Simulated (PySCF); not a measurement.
PbH4 at several levels of theory

Computed with PySCF 2.14.0 (density fitting, no spin-orbit coupling) at the geometry relaxed with PBE0:

```xyz
5
PbH4 (singlet)
Pb    0.0000    0.0000    0.0000
H     1.0146    1.0146    1.0146
H    -1.0146   -1.0146    1.0146
H     1.0146   -1.0146   -1.0146
H    -1.0146    1.0146   -1.0146
```

```
level                                 basis    state  HOMO (eV)  gap (eV)  charge on Pb1 (e)  dipole about the centre of mass (D)  largest force component (eV/Å)
 PBE0    Pb def2-SVP with ECP60, H def2-SVP  singlet      -8.86      8.78               0.22                                 0.00                            0.00
 PBE0  Pb def2-TZVP with ECP60, H def2-TZVP  singlet      -8.90      8.46               0.21                                 0.00                            0.05
```

Charges are Mulliken's, which hang on the basis. The relaxation used the grid (50, 194), these runs (75, 302) or, all-electron (x2c bases, spin-free X2C Hamiltonian), (99, 590).

Q: A further run in the first row's basis gives HOMO (eV) -8.34, gap (eV) 7.77, charge on Pb1 (e) 0.28, dipole about the centre of mass (D) 0.00, largest force component (eV/Å) 0.04. Which level was it?
A. TPSSh
B. CAM-B3LYP

A: A. The others give HOMO -10.18 eV (CAM-B3LYP).

In the first row's basis the gap widens with exact exchange: 7.8 to 8.8 eV for TPSSh, PBE0 (a fixed share); 11.2 eV for CAM-B3LYP (rising or full at long range).
